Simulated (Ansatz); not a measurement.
`F[CH]([SiH3])[AlH][SiH3]` and `FC([SiH3])B[SiH3]` differ in one element.

Ansatz, PBE0-D4/def2-TZVP geometries, multiplicity 1. Each molecule was computed in one conformer, which needn't be the lowest.

| property | `F[CH]([SiH3])[AlH][SiH3]` |
| --- | --- |
| LUMO energy (ωB97M-V/def2-TZVPP) / eV | -0.43 |
| size of the dipole moment (PBE/def2-TZVPP) / D | 1.01 |
| HOMO energy (ωB97M-V/def2-TZVPP) / eV | -9.50 |
| HOMO energy (B3LYP/def2-TZVPP) / eV | -7.23 |
| size of the dipole moment (ωB97M-V/def2-TZVPP) / D | 1.11 |
| HOMO–LUMO gap (ωB97M-V/def2-TZVPP) / eV | 9.07 |

Question: What does the change do to each property? (Best estimate.)

Answer: Computed: 
```tsv
property	`FC([SiH3])B[SiH3]`	shift
LUMO energy (ωB97M-V/def2-TZVPP) / eV	0.05	0.48
size of the dipole moment (PBE/def2-TZVPP) / D	1.22	0.21
HOMO energy (ωB97M-V/def2-TZVPP) / eV	-10.48	-0.98
HOMO energy (B3LYP/def2-TZVPP) / eV	-8.06	-0.83
size of the dipole moment (ωB97M-V/def2-TZVPP) / D	1.27	0.16
HOMO–LUMO gap (ωB97M-V/def2-TZVPP) / eV	10.53	1.46
```

With PBE0 the HOMO falls by 0.84 eV and the LUMO rises by 0.18 eV, so the gap widens by about 1.02 eV. PBE moves the HOMO by -0.73 eV and ωB97M-V by -0.98 eV. Dipoles are sizes alone; their direction can turn.

B3LYP here is the variant with VWN-RPA as its local correlation; programs differ in this.
